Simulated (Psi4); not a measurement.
Two rigid molecules brought together: C2H4 ··· Br- (SMILES C=C and [Br-]) (charge -1), singlet. Monomers: optimised at B3LYP-D3(BJ) (def2-TZVP), held rigid. Orientation: lowest of the rigid-body minima from ten starts at GFN2-xTB. R is the distance of the centres of mass, along which the second monomer moves.

Calculation: SAPT0/jun-cc-pVDZ, frozen core run with Psi4.

Components in kJ/mol:

```json
[
 {"R / Å": "3.67", "electrostatics": "-54.51", "exchange": "112.43", "induction": "-34.97", "dispersion": "-17.52", "total": "5.42"},
 {"R / Å": "3.87", "electrostatics": "-35.51", "exchange": "64.91", "induction": "-24.69", "dispersion": "-11.94", "total": "-7.22"},
 {"R / Å": "4.02", "electrostatics": "-26.35", "exchange": "43.03", "induction": "-19.52", "dispersion": "-9.11", "total": "-11.94"},
 {"R / Å": "4.23", "electrostatics": "-18.03", "exchange": "24.28", "induction": "-14.51", "dispersion": "-6.37", "total": "-14.63"},
 {"R / Å": "4.42", "electrostatics": "-13.32", "exchange": "14.53", "induction": "-11.40", "dispersion": "-4.67", "total": "-14.86"},
 {"R / Å": "4.62", "electrostatics": "-10.07", "exchange": "8.52", "induction": "-9.04", "dispersion": "-3.40", "total": "-13.99"},
 {"R / Å": "4.93", "electrostatics": "-6.99", "exchange": "3.77", "induction": "-6.55", "dispersion": "-2.10", "total": "-11.87"},
 {"R / Å": "5.19", "electrostatics": "-5.43", "exchange": "1.93", "induction": "-5.12", "dispersion": "-1.42", "total": "-10.04"},
 {"R / Å": "5.74", "electrostatics": "-3.55", "exchange": "0.48", "induction": "-3.22", "dispersion": "-0.64", "total": "-6.94"},
 {"R / Å": "6.41", "electrostatics": "-2.38", "exchange": "0.09", "induction": "-1.97", "dispersion": "-0.28", "total": "-4.54"},
 {"R / Å": "7.43", "electrostatics": "-1.46", "exchange": "0.01", "induction": "-1.05", "dispersion": "-0.10", "total": "-2.60"},
 {"R / Å": "8.70", "electrostatics": "-0.88", "exchange": "0.00", "induction": "-0.54", "dispersion": "-0.03", "total": "-1.46"}
]
```
